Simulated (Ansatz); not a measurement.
# Relative stability

Two relaxed structures of SiH2SeO, singlet (PBE0-D4/def2-TZVP; forces vanish, vibrations not checked).

A:

```csv
atom,x (Å),y (Å),z (Å)
O1,-0.8761,-1.1652,1.1928
Si2,-0.4720,-0.4038,-0.1839
Se3,1.1680,0.8078,-0.5268
H4,-1.5499,-0.7852,-1.1169
H5,-0.2778,-1.0342,1.9354
```

B:

| atom | x (Å) | y (Å) | z (Å) |
| --- | --- | --- | --- |
| O1 | -1.0000 | -0.8836 | 1.5029 |
| Si2 | 1.1227 | 0.9067 | -0.8463 |
| Se3 | -0.4721 | -0.3495 | 0.0438 |
| H4 | -1.3623 | -0.8930 | -1.0163 |
| H5 | 1.6155 | 1.1228 | 0.5755 |

Ansatz 0.2.0; basis: def2-TZVPP; cores frozen in the correlated methods. Filled d shells of the heavier atoms are correlated. The def2 sets are not built for correlating such inner shells, so the correlated values are less sure here. B3LYP uses VWN-RPA correlation.

Which structure is lower at CCSD(T), and by how much? (To be estimated.)

The calculation gives: A, by 5.315 eV (electronic energy, against the other). By their contacts, A is SiH₂SeO ([OH][SiH][Se]) and B is SiH₂SeO ([O][SeH][SiH]).

All methods give the same order:

```
   method  E(B) − E(A) (eV)
   PBE-D4             4.758
r2SCAN-D4             5.181
  PBE0-D4             5.220
 B3LYP-D4             5.203
  wB97M-V             5.443
       HF             6.091
      MP2             5.603
     CCSD             5.504
  CCSD(T)             5.315
```

T1 diagnostic: at most 0.028. The T1 diagnostic is large here, which may signal multireference character or strong orbital relaxation, so CCSD(T) is less sure.

Labels in which every atom is bracketed show which atoms are joined, not bond orders.

For scale, one of the runs: CCSD(T)/def2-TZVPP, 149 basis functions, launched by `ansatz run in.yaml --threads 2 --pin off --events-out ev --progress --plain --max-ram 4352MiB`. Time: 31 s of wall clock on 2 CPU threads of an Arm Neoverse V2; the host was shared. Peak host memory: 0.94 GiB.
